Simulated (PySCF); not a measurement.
# Working out the excitation energy of C

C [He] 2s2 2p2 (3P) → C [He] 2s2 2p1 3s1 (3P). All numbers are calculated (PySCF 2.14, no relativity, point nucleus, in aug-cc-pwCVDZ (5s4p2d, 27 functions)). Frozen: nothing. Energies in hartree (1 hartree = 27.21139 eV):

```json
{"part": "UHF", "C (lower)": "-37.687797", "C (upper)": "-37.405116"}
{"part": "MP2 opposite-spin", "C (lower)": "-0.071334", "C (upper)": "-0.070948"}
{"part": "MP2 same-spin", "C (lower)": "-0.012775", "C (upper)": "-0.007699"}
```

Problem. What does Hartree-Fock give?

Solution. (-37.405116) − (-37.687797) = 0.282681 hartree = 7.692 eV.

Problem. What do MP2 and SCS-MP2 (6/5 opposite-spin, 1/3 same-spin) give?

Solution. The opposite-spin parts differ by 0.011 eV and the same-spin parts by 0.138 eV. MP2: 7.692 + (0.011) + (0.138) = 7.841 eV. SCS-MP2: 7.692 + 1.2 × (0.011) + (0.138)/3 = 7.751 eV.

Measured between the centres of the two terms (NIST): 7.482 eV, so MP2 (valence and next inner shell) is off by 0.359 eV.

A double-zeta basis recovers only part of the correlation energy.

What remains against the reference includes basis incompleteness and correlation beyond second order.
